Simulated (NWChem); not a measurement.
# CH5B; SMILES BC

```xyz
7

B     -0.0009    -0.8757    -0.0186
H      1.0281    -1.4899     0.0118
H     -1.0258    -1.4965     0.0123
C     -0.0015     0.6849    -0.0161
H      0.0389     0.9640     1.0545
H     -0.9101     1.1486    -0.4148
H      0.8822     1.1429    -0.4743
```
Atoms are numbered in this order, from 1.

Program: NWChem. Pople sets run with spherical d functions. Medium grid unless said otherwise, to which SCAN and Minnesota functionals are sensitive. All runs use the structure optimised with B3LYP/6-31G* (spherical d). Total energies of different functionals are on different scales.

```json
[
 {"level": "B3LYP/6-31G*", "energy (Ha)": "-65.9455", "highest occupied level (eV)": "-8.65", "orbital gap (eV)": "7.60", "dipole (D)": "0.70"},
 {"level": "PBE/6-31G*", "energy (Ha)": "-65.8181", "highest occupied level (eV)": "-7.38", "orbital gap (eV)": "5.47", "dipole (D)": "0.80"},
 {"level": "BHandHLYP/6-31G*", "energy (Ha)": "-65.8957", "highest occupied level (eV)": "-10.29", "orbital gap (eV)": "10.60", "dipole (D)": "0.61"},
 {"level": "LRC-wPBEh/6-31G*", "energy (Ha)": "-65.8587", "highest occupied level (eV)": "-10.78", "orbital gap (eV)": "11.68", "dipole (D)": "0.70"},
 {"level": "SCAN/6-31G*", "energy (Ha)": "-65.8923", "highest occupied level (eV)": "-7.79", "orbital gap (eV)": "6.21", "dipole (D)": "0.74"},
 {"level": "LC-BLYP (range parameter 0.33 per bohr)/6-31G*", "energy (Ha)": "-65.6838", "highest occupied level (eV)": "-11.16", "orbital gap (eV)": "12.45", "dipole (D)": "0.71"},
 {"level": "TPSS/6-31G*", "energy (Ha)": "-65.9545", "highest occupied level (eV)": "-7.72", "orbital gap (eV)": "6.02", "dipole (D)": "0.73"},
 {"level": "LDA (Slater exchange, VWN5)/6-31G*", "energy (Ha)": "-65.2205", "highest occupied level (eV)": "-7.33", "orbital gap (eV)": "5.15", "dipole (D)": "0.87"},
 {"level": "BP86/6-31G*", "energy (Ha)": "-65.9265", "highest occupied level (eV)": "-7.51", "orbital gap (eV)": "5.53", "dipole (D)": "0.80"},
 {"level": "r2SCAN/6-31G*", "energy (Ha)": "-65.8811", "highest occupied level (eV)": "-7.77", "orbital gap (eV)": "6.27", "dipole (D)": "0.75"}
]
```
